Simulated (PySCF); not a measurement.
C3H7BO3, SMILES [C@H]1(O)B(O)OCC1. Atoms are numbered in the order given.

```xyz
14

O      2.1454     0.0486     0.0336
B      0.8238    -0.2236    -0.0932
O      0.3049    -1.4846    -0.0224
C     -1.1261    -1.4226    -0.1695
C     -1.5277     0.0239     0.1516
C     -0.3214     0.8521    -0.3227
O     -0.2195     2.0792     0.3813
H      2.6794    -0.7415     0.1942
H     -1.5839    -2.1655     0.5007
H     -1.3851    -1.6977    -1.2074
H     -1.6168     0.1630     1.2418
H     -2.4892     0.3072    -0.3040
H     -0.4263     1.0373    -1.4173
H      0.7077     2.3490     0.3622
```

Coordinates come from a B3LYP-D3(BJ)/def2-SVP optimisation. The structure was generated by enumeration; whether it is a known compound was not checked. The values are those of a single conformer.

These are PBE/def2-TZVP in PySCF values and carry that method's errors.

* **total energy**: -368.86147 hartree
* **highest occupied level**: -5.83 eV
* **lowest empty level**: -0.17 eV
* **orbital gap**: 5.67 eV
* **dipole moment**: 1.56 D
* **quadrupole, principal values (traceless, Buckingham form, about the centre of nuclear charge)**: -6.80, -0.10, 6.91 D·Å
* **mean static polarisability**: 59.7 bohr³ (8.84 Å³)
* **polarisability, principal values**: 49.7, 60.1, 69.3 bohr³
